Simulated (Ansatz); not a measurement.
Species: HgBr2, charge 1, multiplicity 2. The spin state was set by rule; other spins were not relaxed. 
Coordinates optimised at B3LYP-D3(BJ)/def2-TZVP (Ansatz, an electronic-structure program):
```xyz
3

Hg     0.0000     0.0000     0.0000
Br     0.0000     0.0000    -2.4237
Br     0.0000     0.0000     2.4237
```
Charge +1, spin multiplicity 2.

Parts of the frozen-core correlation energy in def2-SVPD (Ansatz, hartree). Frozen orbitals: 32; correlated occupied orbitals by spin: 13 and 12; virtual: 72 and 73. Open shells are spin-unrestricted. Spin-orbit coupling is left out. Past Kr the def2 sets carry scalar-relativistic core potentials.

```json
[
 {"term": "reference (HF)", "value": "-5296.45122"},
 {"term": "MP2 opposite-spin", "value": "[?]"},
 {"term": "MP2 same-spin", "value": "-0.16430"},
 {"term": "CCSD correlation", "value": "[?]"},
 {"term": "(T)", "value": "[?]"},
 {"term": "T1 diagnostic", "value": "0.037"},
 {"term": "largest doubles amplitude", "value": "0.065"},
 {"term": "<S^2> of the reference", "value": "0.758"}
]
```

**Question.** What belongs in the gaps?

**Answer.** 
- MP2 opposite-spin, value: -0.34565
- CCSD correlation, value: -0.52088
- (T), value: -0.01486
